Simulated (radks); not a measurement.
Results of a calculation; reference values are marked as such.
Q: Valence configurations of the ruthenium ion Ru+ (all share [Kr]). Code: a radial shooting solver on a logarithmic mesh with Libxc functionals. Model: scalar-relativistic Kohn-Sham, PBEsol, spin-unpolarised, spherical densities, finite nucleus; Fermi nuclear charge, rms radius 4.4809 fm. Order these by energy: 4d5.5 5p1.5; 4d6.5 5p0.5; 4d5 5p2; 4d5 5s2; 4d7; 4d5.5 5s1 5p0.5; 4d6 5s1; 4d6 5p1.

A: From the lowest, in eV above it: 4d7 0.000; 4d6 5s1 2.831; 4d6.5 5p0.5 3.554; 4d5 5s2 7.307; 4d5.5 5s1 5p0.5 7.388; 4d6 5p1 7.723; 4d5.5 5p1.5 12.544; 4d5 5p2 18.054. NIST lists [Kr] 4d7 as the ground configuration; this level of theory agrees among the configurations tried. The energies are those of spherical spin-averaged densities, not of single terms.
